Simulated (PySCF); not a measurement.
CH3FO2Si2, SMILES O=C1O[Si@H](F)[SiH2]1.

The structure is a stationary point at PBE0-D3(BJ)/def2-SVP. The structure was generated by enumeration; whether it is a known compound was not checked.

All values below come from TDA-ωB97X/def2-SVPD run with PySCF 2.14.0.

Vertical excitations. Gas-phase values at a fixed geometry.

### Question
List the lowest excited states. (The exact figures need the calculation; the answer reports its results.)

### Answer

| state | energy (eV) | λ (nm) | f | main pairs |
|---|---|---|---|---|
| S1 | 4.77 | 260 | 0.001 | HOMO→LUMO 72 %, HOMO→LUMO+3 15 % |
| S2 | 6.45 | 192 | 0.041 | HOMO−1→LUMO 49 %, HOMO→LUMO+3 19 %, HOMO→LUMO 15 % |
| S3 | 6.73 | 184 | 0.023 | HOMO−1→LUMO 38 %, HOMO→LUMO+1 23 %, HOMO→LUMO+3 16 %, HOMO→LUMO 7 % |
| S4 | 6.85 | 181 | 0.062 | HOMO→LUMO+1 48 %, HOMO→LUMO+2 23 %, HOMO→LUMO+3 10 % |
| S5 | 7.06 | 176 | 0.050 | HOMO−1→LUMO+1 36 %, HOMO→LUMO+2 17 %, HOMO→LUMO+4 12 %, HOMO→LUMO+1 11 % |
| S6 | 7.44 | 167 | 0.144 | HOMO−1→LUMO+1 44 %, HOMO→LUMO+2 24 %, HOMO−2→LUMO 8 % |
| S7 | 7.61 | 163 | 0.071 | HOMO→LUMO+4 36 %, HOMO−1→LUMO+2 32 %, HOMO→LUMO+3 7 %, HOMO−1→LUMO+3 7 % |
| S8 | 7.75 | 160 | 0.022 | HOMO−1→LUMO+3 32 %, HOMO→LUMO+4 29 %, HOMO−1→LUMO+2 9 %, HOMO−3→LUMO 6 % |
| S9 | 7.91 | 157 | 0.057 | HOMO−1→LUMO+2 24 %, HOMO−3→LUMO 21 %, HOMO−1→LUMO+4 13 %, HOMO−1→LUMO+3 8 % |
| S10 | 8.03 | 154 | 0.043 | HOMO−1→LUMO+3 31 %, HOMO−3→LUMO 26 %, HOMO−2→LUMO 9 %, HOMO−1→LUMO+4 6 % |
| T1 | 4.14 | 300 | 0 | HOMO→LUMO 67 %, HOMO→LUMO+3 18 % |
| T2 | 5.55 | 223 | 0 | HOMO−1→LUMO 65 %, HOMO→LUMO 13 % |
| T3 | 5.83 | 213 | 0 | HOMO→LUMO+1 35 %, HOMO−2→LUMO 28 %, HOMO−2→LUMO+3 10 % |
| T4 | 5.91 | 210 | 0 | HOMO→LUMO+1 34 %, HOMO−2→LUMO 30 %, HOMO−2→LUMO+3 9 % |
Triplets are in the Tamm–Dancoff approximation.
